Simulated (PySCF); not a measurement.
# Spinor energies of Ni⁺ (nickel, charge +1)

Start: [Ar] 3d9; 3d3/2 filled at m_j = -1/2, +1/2, +3/2; 3d5/2 filled at m_j = -5/2, -3/2, -1/2, +1/2, +3/2, +5/2. Calculated with PySCF 2.14 in x2c-TZVPPall-2c (6s7p4d2f1g, 70 functions): generalised Hartree-Fock with the X2C-1e Hamiltonian and a Gaussian nucleus; one run each with spin-orbit coupling (SO) screened by Boettger's factors, then bare. This is a chosen level, not necessarily the ground level.

```tsv
spinor shell	electrons	ε, screened SO (eV)	ε, bare SO (eV)	weight of nominal j (bare SO)	rms radius, bare SO (bohr)
1s1/2	2	-8405.3	-8405.3	1.000	0.0624
2s1/2	2	-1052.9	-1052.9	1.000	0.265
2p1/2	2	-913.96	-914.93	1.000	0.236
2p3/2	4	-896.56	-896.12	1.000	0.239
3s1/2	2	-138.42	-138.43	1.000	0.800
3p1/2	2	-93.100	-93.209	0.948	0.850
3p3/2	4	-92.503	-92.467	0.974	0.861
3d3/2	3	-20.664	-20.925	0.690	1.20
3d5/2	6	-20.857	-20.727	0.844	1.21
```

| quantity | screened SO | bare SO |
| --- | --- | --- |
| E (hartree) | -1518.79413 | -1518.79697 |
| M_J | 3/2 | 3/2 |
| ⟨J²⟩ | 3.804 | 3.780 |
| ⟨L²⟩ | 6.010 | 6.010 |
| ⟨S²⟩ | 0.753 | 0.754 |

Each row is a mean over spinors that exchange with the open shell spreads, by up to 5.760 eV (3p1/2).

Rows whose weight is well below 1 are mixtures of j = l ± 1/2: exchange outweighs spin-orbit coupling there, and the label is only the starting occupation.
